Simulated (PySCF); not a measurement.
**Ionisation energy of Zn by level of theory**

Zn [Ar] 3d10 4s2 (1S) → Zn⁺ [Ar] 3d10 4s1 (2S), as a difference of total energies. All numbers are calculated (PySCF 2.14, scalar relativity through the core potential, in aug-cc-pVDZ-PP with ECP10MDF (5s5p4d2f, 54 functions)). Correlated levels: valence: 3s2 3p6 frozen. The calculations carry no spin-orbit coupling.

```
           method  ionisation energy (eV)  error (eV)
              UHF                   7.873      -1.521
              LDA                  10.060      +0.666
              PBE                   9.701      +0.307
             PBE0                   9.386      -0.008
           r2SCAN                   9.562      +0.168
        BHandHLYP                   9.270      -0.124
          LC-wPBE                   9.244      -0.150
           PBEsol                   9.688      +0.294
          wB97M-V                   9.542      +0.148
    MP2 (valence)                   9.170      -0.224
SCS-MP2 (valence)                   9.181      -0.213
```

Reference: 9.394 eV (measured; NIST Atomic Spectra Database, ionization energies).

Errors of the correlated levels include the incompleteness of this basis and the frozen core.

MP2 underrates the near-degeneracy of ns² with np² in the lower species.
